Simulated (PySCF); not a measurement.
SnF2, SMILES [Sn]([F])[F] (connectivity only; charge and spin as stated), neutral, multiplicity 1.

The structure is a stationary point at B3LYP-D3(BJ)/def2-TZVP. The isomer is the one that the SMILES or the coordinates give; other isomers of the formula were not compared. The def2 effective core potentials stand for the cores of Sn; spin–orbit coupling is left out.

Two levels are set side by side: TDA-PBE/def2-SVPD (PySCF) and TDA-CAM-B3LYP/def2-SVPD (PySCF). Vertical, same geometry. The lowest singlet is HOMO→LUMO 91 % with PBE and HOMO→LUMO 96 % with the other functional; states are paired by order. Differences are taken from unrounded values.

| quantity | TDA-CAM-B3LYP | TDA-PBE | TDA-PBE minus TDA-CAM-B3LYP |
|---|---|---|---|
| lowest singlet excitation (eV) | 5.25 | 4.77 | -0.49 |
| lowest triplet excitation (TDA) (eV) | 3.61 | 3.51 | -0.09 |
| first bright state (f over 0.05) (eV) | 5.25 | 4.77 | -0.49 |
| its oscillator strength | 0.16 | 0.09 | -0.07 |

Functionals without exact exchange tend to place singlet excitations lower, as here. Differences between two approximate levels are no errors against the true value.

Rough cost on one machine, each run with all the roots and properties that it gave: TDA-CAM-B3LYP against TDA-PBE about 2 times.
